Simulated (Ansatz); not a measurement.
A nudged elastic band was laid between two geometries of Cl3GeH + FH (7 atoms, charge 0, multiplicity 1).

These are results of RKS PBE0-D4/def2-SVP in Ansatz, not measurements.

```yaml
movable_images: 7
climbing_image: yes
spring: 5.0 eV/Å²
optimiser: quadratic models (default)
start_path: through a guess of the saddle point
force_threshold: 0.03 eV/Å
iteration_limit: 60
end_points: relaxed
```

Initial state:

```xyz
7
Properties=species:S:1:pos:R:3
Ge -0.148 0.257 -0.103
Cl -0.082 0.191 2.060
Cl 1.845 0.332 -0.839
H -0.919 1.512 -0.500
Cl -1.138 -1.489 -0.804
F 1.460 -2.347 1.267
H 1.105 -1.746 1.875
```

Final state:

```xyz
7
Properties=species:S:1:pos:R:3
Ge 0.238 -0.368 -0.470
Cl 0.053 -0.051 3.273
Cl 1.845 0.299 -1.690
H -0.431 0.757 0.304
Cl -1.128 -1.514 -1.625
F 0.945 -1.485 0.667
H 0.602 -0.928 2.497
```

What changes between the two ends?

Bonds broken: Ge1–Cl2, F6–H7. Bonds formed: Ge1–F6, Cl2–H7. Cl3GeH + FH becomes Cl2FGeH + ClH.

What energy profile does the band end with?

The run converged. The highest image is number 4 of 0 to 8, 1.01 eV above the first end and 0.99 eV above the last; the last end lies 0.03 eV above the first. A vibrational analysis at the climbing image gives one clearly imaginary mode, 481i cm⁻¹, and a faint second one (35i cm⁻¹) that may be numerical noise or a soft torsion: probably a first-order saddle point. The orbitals stay closed-shell, which can raise the energy where a bond breaks towards radicals; this wasn't checked here.

```
image  path coordinate (Å)  energy (eV)  Ge1–Cl2 (Å)  F6–H7 (Å)  Ge1–F6 (Å)
    0                 0.00         0.00         2.16       0.93        3.35
    1                 0.42         0.05         2.18       0.93        2.91
    2                 0.83         0.27         2.23       0.94        2.52
    3                 1.25         0.67         2.36       0.98        2.19
    4                 1.66         1.01         2.60       1.16        1.95
    5                 2.05         0.70         2.87       1.45        1.81
    6                 2.44         0.32         3.19       1.63        1.77
    7                 2.82         0.09         3.46       1.76        1.75
    8                 3.21         0.03         3.76       1.94        1.74
```

What is the geometry of the highest image?


```xyz
7
Properties=species:S:1:pos:R:3
Ge 0.153 -0.220 -0.089
Cl -0.025 0.045 2.490
Cl 1.967 0.214 -1.132
H -0.624 1.093 -0.059
Cl -1.116 -1.641 -1.052
F 1.047 -1.640 0.901
H 0.723 -1.141 1.898
```

The run took 75 s on 4 threads of Intel(R) Xeon(R) Platinum 8488C (Sapphire Rapids) (shared host), peak memory 0.31 GiB.
